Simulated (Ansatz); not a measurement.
Reactions of `[SiH3]C1CB1Cl`.

Computed with Ansatz on PBE0-D4/def2-TZVP structures; ΔE is electronic, products minus reactants. CCSD(T)/CBS adds triple-zeta CCSD(T) − MP2 to the extrapolated MP2 energy (def2 sets, frozen cores). This one scheme is used for every species, atoms too. DFT in def2-TZVPP. No spin–orbit coupling; open shells (•) take unrestricted orbitals. Spin–orbit coupling would lower the free atoms: a little for B, C, Cl, Si. Elements past krypton have def2 core potentials. Bonds to Br, Ga, In are less sure, by a few kJ/mol each and by 10 to 20 or more in all where they break to atoms, as the def2 sets lack core-valence functions. Scalar relativity is left out up to krypton. One conformer a species, not always the lowest.

```tsv
reaction	r2SCAN-D4 (kJ/mol)	CCSD/CBS(def2) (kJ/mol)
`[SiH3]C1CB1Cl` → `B[C@H]1C[Si@H]1Cl`	-31	-30
`[SiH3]C1CB1Cl` + `[F][Ga]([F])[Cl]` → `[F][Ga]([F])[SiH3]` + `ClB1CC1Cl`	147	151
`[SiH3]C1CB1Cl` + HCl → `ClB1CC1Cl` + SiH₄	83	87
`[SiH3]C1CB1Cl` → `Cl[SiH]1CBC1`	-136	-138
`[SiH3]C1CB1Cl` + `O[Si](O)(F)Cl` → `O[Si](O)(F)[SiH3]` + `ClB1CC1Cl`	195	200
`[SiH3]C1CB1Cl` + `C[Si](C)(Cl)Cl` → `C[Si](C)([SiH3])Cl` + `ClB1CC1Cl`	195	201
`[SiH3]C1CB1Cl` → `B/C([SiH3])=C\Cl`	117	109
`[SiH3]C1CB1Cl` + H–F → `FB1CC1[SiH3]` + HCl	-37	-34
`[SiH3]C1CB1Cl` + `[OH][InH][Br]` → `[SiH3][O][InH][Br]` + `ClB1CC1`	-89	-95
`[SiH3]C1CB1Cl` → B• + 2 C• + Cl• + 6 H• + Si•	4035	3931
```

Give the CCSD(T)/CBS values in the same order. (Best estimate.)

The calculation gave: -33, 149, 87, -139, 198, 199, 106, -31, -91, 3986 kJ/mol.

Largest T1 diagnostic: 0.015, for `[F][Ga]([F])[SiH3]`.
